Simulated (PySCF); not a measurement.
C₆H₅Cl, charge -1, doublet, at the geometry of the source list (a state made from the parent by changing its charge; the spin is typed, not shown lowest) (in this run its highest filled SCF level lies above zero, so its values depend strongly on the basis, on diffuse functions most of all). Base run: HF/6-31G* run with PySCF.

Input for PySCF:
```python
from pyscf import gto, scf

mol = gto.Mole()
mol.atom = '''
    Cl    3.040500    0.221900   -0.001600
    C     1.318700    0.096200   -0.000700
    C     0.548900    1.248000    0.012600
    C    -0.830800    1.140800    0.013200
    C    -1.435200   -0.104700    0.000700
    C    -0.656400   -1.249400   -0.012500
    C     0.724200   -1.155100   -0.013200
    H     1.024200    2.216600    0.022300
    H    -1.434100    2.035700    0.023500
    H    -2.511900   -0.183300    0.001300
    H    -1.123400   -2.222400   -0.022200
    H     1.335100   -2.044400   -0.023500
'''
mol.basis = '6-31g*'
mol.charge = -1
mol.spin = 1
mol.verbose = 5
mol.build()

mf = scf.UHF(mol)
mf.kernel()
```

Variants of this job, named by their change:

```tsv
change	ΔE vs base (mEh)	fitting functions
base	0.000	-
auxbasis = even-tempered beta=2.0	0.378	929
auxbasis = cc-pvtz-jkfit	0.113	745
exchange = seminumerical (SGX) (with mf = sgx.sgx_fit(mf, auxbasis='def2-universal-jfit'); with mf.with_df.dfj = True)	-0.222	400
auxbasis = cc-pvqz-jkfit	0.021	1039
auxbasis = autoaux	0.933	857
auxbasis = def2-universal-jfit	2047.4	400
auxbasis = def2-tzvp-ri	-4.531	644
auxbasis = def2-svp-ri	276.8	420
auxbasis = even-tempered beta=1.6	0.218	1422
```

A fitting set is made for a task (jfit for Coulomb, jkfit for Coulomb and exchange, ri for correlation) and for a family of orbital bases.

Open shells are given as the SCF converged; they aren't shown to be the lowest states, and a large step between rows can be another state.
